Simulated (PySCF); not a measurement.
ZrF3Cl, SMILES [F][Zr]([F])([F])[Cl], multiplicity 1. Heavy atoms are numbered as in [Zr:1]([F:2])([F:3])([F:4])[Cl:5].

Geometry optimised at r2SCAN-D4/def2-SVP. The multiplicity is an assumed one; no other spin state was optimised. The structure was generated by enumeration; whether it is a known compound was not checked. The def2 effective core potentials stand for the cores of Zr; spin–orbit coupling is left out.

These are PBE/def2-TZVP in PySCF values and carry that method's errors.

ESP charges are fitted to the potential on shells at 1.4 to 2.0 van der Waals radii. Atomic charges (e), one atom of each kind:

```tsv
atom	Löwdin	Mulliken	ESP fit
Zr1	0.49	1.53	1.23
F2	-0.19	-0.39	-0.32
Cl5	0.09	-0.35	-0.28
```
